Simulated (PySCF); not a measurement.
Computed shifts of a molecule CH₆GeO₃, PBE/pcSseg-1 run with PySCF, GIAO, gas phase, atoms alike by connectivity averaged where their shifts nearly agree, in ppm (number of nuclei): ¹³C: 57.7 (1). ¹H: 6.01 (1), 4.16 (3), 1.58 (1), 1.35 (1). References: ⁷³Ge against GeH4 (σ = 1614.4 ppm); ¹⁷O against H2O (σ = 334.3 ppm); ¹³C against TMS (σ = 182.0 ppm); ¹H against TMS (σ = 31.49 ppm), references at their B3LYP-D3(BJ)/def2-TZVP geometries, non-relativistic. Coordinates come from a B3LYP-D3(BJ)/def2-SVP optimisation. One conformer was computed; it need not be the lowest.

Which structure fits?
A) C[O][GeH]([OH])[OH]
B) O[CH2][GeH]([OH])[OH]
C) [CH3][Ge]([OH])([OH])[OH]

A, C[O][GeH]([OH])[OH]
